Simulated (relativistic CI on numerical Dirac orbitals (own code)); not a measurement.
Ba9+: computed level list

Computed by Dirac-Coulomb-Breit CI, separate exchange-only KLI orbitals for each configuration, QED by a radiative potential, unscaled Slater integrals (own radial code, finite nucleus).

Configuration list (outside the closed core [Kr]): 4d10 5s, 4d10 5p, 4d10 4f, 4d10 5d, 4d10 5f, 4d10 5g, 4d9 5s 4f, 4d10 6s, 4d9 5s2, 4d10 6p, 4d10 6d, 4d9 5s 5p. Double excitations out of closed p, d and f shells are left out; levels of such configurations are missing from the list, as are those of other unlisted configurations, and high levels can miss mixing partners.

The lowest level is 4d10 5s 2S_1/2, with 100 % of that term; Hund's rules for 4d10 5s give 2S with J = 1/2, in agreement.

```tsv
No.	Configuration	Term	J	E (eV)	%	Landé g	Lifetime (s)
1	4d10 5s	2S	1/2	0.0000	100	2.002	
2	4d10 5p	2P°	1/2	16.5493	99	0.665	3.45e-10
3	4d10 5p	2P°	3/2	19.8264	99	1.334	1.99e-10
4	4d10 4f	2F°	5/2	27.2810	100	0.856	4.20e-03
5	4d10 4f	2F°	7/2	27.4435	100	1.143	1.87e-02
6	4d10 5d	2D	3/2	46.6937	100	0.799	3.26e-11
7	4d10 5d	2D	5/2	47.2375	100	1.200	3.83e-11
8	4d10 6s	2S	1/2	63.9695	100	2.002	2.31e-11
9	4d10 6p	2P°	1/2	71.2512	100	0.666	4.16e-11
10	4d10 6p	2P°	3/2	72.6078	100	1.334	4.81e-11
11	4d9 5s2	2D	5/2	75.0045	100	1.199	1.17e-07
12	4d10 5f	2F°	5/2	75.9939	100	0.857	2.71e-11
13	4d10 5f	2F°	7/2	76.0806	100	1.143	2.78e-11
14	4d9 5s2	2D	3/2	77.6497	100	0.798	6.57e-08
15	4d10 6d	2D	3/2	84.7918	100	0.799	9.54e-11
16	4d10 6d	2D	5/2	85.0428	100	1.200	1.10e-10
17	4d9 5s 5p	4P°	5/2	88.0170	74	1.508	4.60e-08
18	4d9 5s 5p	2F°	5/2	89.1477	43	1.025	1.41e-08
19	4d9 5s 5p	4F°	7/2	89.3249	63	1.254	6.59e-09
20	4d9 5s 5p	4P°	3/2	89.6280	44	1.330	2.65e-10
21	4d10 5g	2G	9/2	89.7663	100	1.111	1.54e-11
22	4d10 5g	2G	7/2	89.7700	100	0.889	1.54e-11
23	4d9 5s 5p	4F°	3/2	90.9217	83	0.590	4.55e-10
24	4d9 5s 5p	4F°	9/2	91.3696	100	1.333	1.22e-02
25	4d9 5s 5p	4P°	1/2	91.9280	65	1.809	2.29e-10
26	4d9 5s 5p	2D°	3/2	92.0389	46	1.206	5.63e-11
27	4d9 5s 5p	2F°	5/2	92.0594	51	1.013	7.71e-09
28	4d9 5s 5p	4D°	7/2	92.7675	74	1.359	7.70e-08
29	4d9 5s 5p	2D°	5/2	92.9481	50	1.262	1.17e-08
30	4d9 5s 5p	2P°	3/2	93.0707	52	1.182	1.68e-11
```

Energies count from the lowest computed level; ° marks odd parity; lifetimes are radiative, by E1, M1, E2, M2, E3 decay to levels of this space only.

The mean weight of the leading LS term, summed over parents, in these 30 levels is 85 %, and that of the leading jj configuration (from the same eigenvectors) 89 %.

At this charge transitions that keep the count of f electrons are usually good to a few per cent. Levels and lines within the n = 5 or 6 shells can be off by up to 10 % or somewhat more, and those that change n by about 2 %, since core polarisation is missing. Levels that differ in their count of f electrons can be misplaced by several ten thousand cm⁻¹, since the correlation energy of f electrons is missing or only estimated; rates across such gaps can be off by orders of magnitude.

LS names give the leading component of a level, which can be under half, so a name can repeat, a term be missing and a line seem to break the LS rules.
